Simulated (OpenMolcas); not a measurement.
**Multiconfigurational calculation on Pt2+**

Input:

```
&GATEWAY
Coord
1

Pt 0.0 0.0 0.0
Basis=ANO-R0
Group=XYZ
NoMove
AngMom=0.0 0.0 0.0
AMFI
&SEWARD
&RASSCF
FileOrb=start.orb
Symmetry=1
Spin=3
nActEl=8 0 0
Inactive=15 19
Ras2=5 0
CIRoot=10 10 1
SDav=10
CIMx=300
Iter=120 100
PrWF=0.3
OrbListing=Nothing
MaxOrb=0
Atom
>>> COPY $Project.JobIph JOB001
&RASSCF
FileOrb=start.orb
Symmetry=1
Spin=1
nActEl=8 0 0
Inactive=15 19
Ras2=5 0
CIRoot=15 15 1
SDav=15
CIMx=300
Iter=120 100
PrWF=0.3
OrbListing=Nothing
MaxOrb=0
Atom
CIOnly
>>> COPY $Project.JobIph JOB002
&RASSI
NrOfJobIphs=2 10 14
1 2 3 4 5 6 7 8 9 10
1 2 3 4 5 6 7 8 9 10 11 12 13 14
IphNames
JOB001
JOB002
EJob
SpinOrbit
DIPRint=1.0
SOCoupling=1000.0
Subsets=2
MEES
Property=10
'ANGMOM' 1 'ANGMOM' 2 'ANGMOM' 3 'MLTPL  1' 1 'MLTPL  1' 2 'MLTPL  1' 3
'AMFI' 1 'AMFI' 2 'AMFI' 3 'MLTPL  2' 6
SOProperty=3
'ANGMOM' 1 'ANGMOM' 2 'ANGMOM' 3
```

Launched by
```bash
OMP_NUM_THREADS=1 MOLCAS_MEM=2252 MOLCAS_PROJECT=a pymolcas a.inp > a.log  # once for each step of the input, in one work folder
```

A driver script runs the steps one by one and writes start.orb anew before each from the orbitals found so far, so a CI-only block uses the converged orbitals of the first block.

Output, cut to the results:

```
--- SEWARD ---
Basis set label: PT.ANO-R...6S4P3D1F.

      Electronic valence basis set:
      ------------------
      Associated Effective Charge  78.000000 au
      Associated Actual Charge     78.000000 au
      Nuclear Model: Finite nucleus - Gaussian distribution
        Gaussian exponent, Xi/bohr**(-2):  1.43099E+08

      Shell  nPrim  nBasis  Cartesian Spherical Contaminant
         s      26       6        X
         p      20       4        X
         d      15       3                 X
         f      10       1                 X
                  Relativistic X2C integrals
                  Atomic mean-field integrals
--- RASSCF ---
Wave function specifications:
      -----------------------------

      Number of closed shell electrons          68
      Number of electrons in active shells       8
      Max number of holes in RAS1 space          0
      Max nr of electrons in RAS3 space          0
      Number of inactive orbitals               34
      Number of active orbitals                  5
      Number of secondary orbitals               1
      Spin quantum number                      1.0
      State symmetry                             1
Orbital specifications:
      -----------------------

      Symmetry species                           1   2
                                                ag  au
      Frozen orbitals                            0   0
      Inactive orbitals                         15  19
      Active orbitals                            5   0
      RAS1 orbitals                              0   0
      RAS2 orbitals                              5   0
      RAS3 orbitals                              0   0
      Secondary orbitals                         1   0
      Deleted orbitals                           0   0
      Number of basis functions                 21  19
      Number of CSFs                            10
      Number of root(s) required                10
      Iter CI   SX   CI       RASSCF       Energy    max ROT     max BLB   max BLB  Level Ln srch  Step   QN
          iter iter root      energy       change     param      element    value   shift minimum  type update
 Nr of preliminary CI iterations:   1
      Total energies have been shifted. Add               -18000.00 au
        1   1    6    0  -409.37707908    0.00E+00  -7.04E-03   15  21 1  6.66E-02*  0.00   0.00    SX    NO
        2   1    3    0  -409.37760240   -5.23E-04* -5.12E-04   15  21 1  4.85E-03*  0.00   0.00    SX    NO
        3   1    3    0  -409.37760507   -2.67E-06* -3.79E-05   15  21 1  3.59E-04*  0.00   0.00    SX    NO
        4   1    2    0  -409.37760509   -1.47E-08* -2.82E-06   15  21 1  2.67E-05   0.00   0.00    SX    NO
        5   1    2    0  -409.37760509   -1.02E-10   2.27E-07   15  21 1  1.99E-06   0.00   1.04    QN   YES
      Convergence after  5 iterations
        6   1    2    0  -409.37760509   -7.28E-12   2.27E-07    2  21 1  2.39E-07   0.00   1.04    QN   YES
      Natural orbitals and occupation numbers for root  1
      sym 1:   1.108315   1.891685   2.000000   1.108315   1.891685
      Natural orbitals and occupation numbers for root  2
      sym 1:   2.000000   1.096281   1.096281   1.903719   1.903719
      Natural orbitals and occupation numbers for root  3
      sym 1:   2.000000   1.652901   1.347099   1.652901   1.347099
::    RASSCF root number  1 Total energy: -18409.39427531
::    RASSCF root number  2 Total energy: -18409.39427531
::    RASSCF root number  3 Total energy: -18409.39427531
::    RASSCF root number  4 Total energy: -18409.39427531
::    RASSCF root number  5 Total energy: -18409.39427531
::    RASSCF root number  6 Total energy: -18409.39427531
::    RASSCF root number  7 Total energy: -18409.39427531
::    RASSCF root number  8 Total energy: -18409.33870789
::    RASSCF root number  9 Total energy: -18409.33870789
::    RASSCF root number 10 Total energy: -18409.33870789
--- RASSCF ---
Wave function specifications:
      -----------------------------

      Number of closed shell electrons          68
      Number of electrons in active shells       8
      Max number of holes in RAS1 space          0
      Max nr of electrons in RAS3 space          0
      Number of inactive orbitals               34
      Number of active orbitals                  5
      Number of secondary orbitals               1
      Spin quantum number                      0.0
      State symmetry                             1
Orbital specifications:
...
--- RASSI ---
SPIN-FREE ENERGIES:
  (Shifted by EMIN (a.u.) =     -18409.3942753147)

 SF State       Relative EMIN(au)   Rel lowest level(eV)    D:o, cm**(-1)      L_eff

     1             0.0000000000        0.0000000000              0.0000         3.0
     2             0.0000000000        0.0000000000              0.0000         3.0
     3             0.0000000000        0.0000000000              0.0000         3.0
     4             0.0000000000        0.0000000000              0.0000         3.0
     5             0.0000000000        0.0000000000              0.0000         3.0
     6             0.0000000000        0.0000000000              0.0000         3.0
     7             0.0000000000        0.0000000000              0.0000         3.0
    11             0.0482508231        1.3129717850          10589.8316         2.0
    12             0.0482508231        1.3129717850          10589.8316         2.0
    13             0.0482508231        1.3129717850          10589.8316         2.0
    14             0.0482508231        1.3129717850          10589.8316         2.0
    15             0.0482508231        1.3129717850          10589.8316         2.0
    10             0.0555674255        1.5120666785          12195.6402         1.0
     8             0.0555674255        1.5120666785          12195.6402         1.0
     9             0.0555674255        1.5120666785          12195.6402         1.0
    16             0.0741822884        2.0186029013          16281.1304         4.0
    17             0.0741822884        2.0186029013          16281.1304         4.0
    18             0.0741822884        2.0186029013          16281.1304         4.0
    19             0.0741822884        2.0186029013          16281.1304         4.0
    20             0.0741822884        2.0186029013          16281.1304         4.0
    21             0.0741822884        2.0186029013          16281.1304         4.0
...
```

Levels above the lowest, from the spin-orbit matrix, grouped by J:

```csv
Configuration,Term,J,E (eV),Measured (eV),Term weight %,Second
5d⁸,³F,4,0.0000,0.0000,97,3 ¹G
5d⁸,¹D,2,0.9858,,45,35 ³F
5d⁸,³F,3,1.1234,1.2091,100,
5d⁸,³P,2,2.0175,,54,45 ³F
5d⁸,³P,1,2.6355,,100,
5d⁸,³P,0,2.8933,,100,
5d⁸,¹G,4,2.9764,2.6447,97,3 ³F
5d⁸,¹D,2,3.1920,,54,26 ³P
```

Against the 2 measured excited levels shown (NIST levels as listed in McCann et al., Mon. Not. R. Astron. Soc. 538, 537 (2025)) the mean absolute deviation is 1700 cm-1; the largest miss in energy is 5d⁸ ¹G₄: computed 2.9764, measured 2.6447 eV (+12.5 %).

Configurations with an s electron lie low in 5d ions of this charge, fall among these levels and mix in, so low-spin terms can stand far too high, up to twice their true height, and weights are not those of the real levels. Without dynamic correlation excited terms often stand tens of per cent too high (terms of higher spin than the ground term too low), and those without a measured partner can miss by more than the paired ones. Terms from blocks run as CI alone lack orbitals of their own. Measured partners are found by configuration, term and J. A level has none where our copy of the source lacks it or the pairing is in doubt (some pairs that miss far off the trend of their configuration count as doubtful), and it then counts in no deviation. Levels of configurations outside the active space are missing. The first state left out of the spin-orbit step lies near 41000 cm-1 above the lowest spin-free state of the reference (among the parities and spins computed), and the list stops at four fifths of that energy or lower.

The RASSCF and RASSI steps took 7.4 s on 1 thread of Intel(R) Xeon(R) Platinum 8488C (Sapphire Rapids) (shared host); the integral step is not counted.

The term weight is that of the spin-free term in the level, not the purity of its configuration.
